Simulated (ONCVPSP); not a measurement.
# Scattering properties, ONCV potential for Tm

```json
{
  "Element": "Tm (Z = 69)",
  "Generator": "ONCVPSP 4.0.1",
  "Type": "optimised norm-conserving Vanderbilt (ONCV)",
  "Functional": "Wu-Cohen",
  "Relativity": "scalar-relativistic",
  "Frozen core": "[Kr] 4d10",
  "Valence charge": "23",
  "Reference configuration": "4f13 5s2 5p6 6s1.5 (charge +0.5)",
  "Partial waves": "5s+6s: rc 2.35 bohr, ncon 4, nbas 7, qcut 5 1/bohr, 2 projectors; 5p: rc 2.10 bohr, ncon 4, nbas 8, qcut 6.9 1/bohr, 2 projectors, debl 0.6 Ha; d scattering state at 0.43 Ha: rc 2.15 bohr, ncon 5, nbas 8, qcut 4 1/bohr, 2 projectors, debl 1 Ha; 4f: rc 1.15 bohr, ncon 3, nbas 7, qcut 17.4 1/bohr, 2 projectors, debl 3.4 Ha",
  "Local potential": "polynomial inside 1.05 bohr (lpopt 5, dvloc0 4 Ha)",
  "Core correction": "none"
}
```

In the p channel the program set the typed energies aside and used -1.108, 0.250 Ha. In the d channel the program set the typed energies aside and used 0.050, 1.050 Ha.

The phase is arctan(r·R′/R) of the radial function R(r), unwrapped; energies in Ha, scanned from -4 to 5 Ha. A pole is an energy at which the radial function vanishes at the test radius. The pseudo phase is shifted by a multiple of π to meet the all-electron one at the reference energy, and phase errors are pseudo minus all-electron; the curves can meet again beyond the range given. Levels narrower than the energy grid can be missing from the lists of poles.

```csv
channel,radius (bohr),reference energy (Ha),"poles, all-electron","poles, pseudo",unbroken range about the reference energy with phases within 0.05 rad,phase error 1 Ha above the reference energy (rad)
s,2.39,-0.24,"-2.00, 2.34","-2.00, 0.38, 2.41",below 0.3,-3.130
p,2.13,-1.11,"-0.68, 4.89","-0.68, 4.62",the whole range,-0.000
d,2.18,0.05,0.97,0.97,the whole range,+0.000
f,1.17,-0.23,0.62,0.62,the whole range,+0.000
```

Note: no bound ghost flagged; GHOST(+) flagged for s at 10.4 eV.

Phases in the f channel:

| E (Ha) | all-electron | pseudo |
| --- | --- | --- |
| -3.98 | 1.158 | 1.159 |
| -3.50 | 1.117 | 1.117 |
| -3.02 | 1.061 | 1.061 |
| -2.54 | 0.978 | 0.979 |
| -2.06 | 0.844 | 0.845 |
| -1.58 | 0.592 | 0.593 |
| -1.10 | 0.055 | 0.056 |
| -0.62 | -0.741 | -0.741 |
| -0.14 | -1.238 | -1.238 |
| 0.34 | -1.480 | -1.480 |
| 0.82 | -1.623 | -1.623 |
| 1.30 | -1.727 | -1.727 |
| 1.78 | -1.817 | -1.817 |
| 2.26 | -1.907 | -1.907 |
| 2.74 | -2.009 | -2.009 |
| 3.22 | -2.138 | -2.138 |
| 3.70 | -2.313 | -2.313 |
| 4.18 | -2.567 | -2.567 |
| 4.66 | -2.925 | -2.922 |
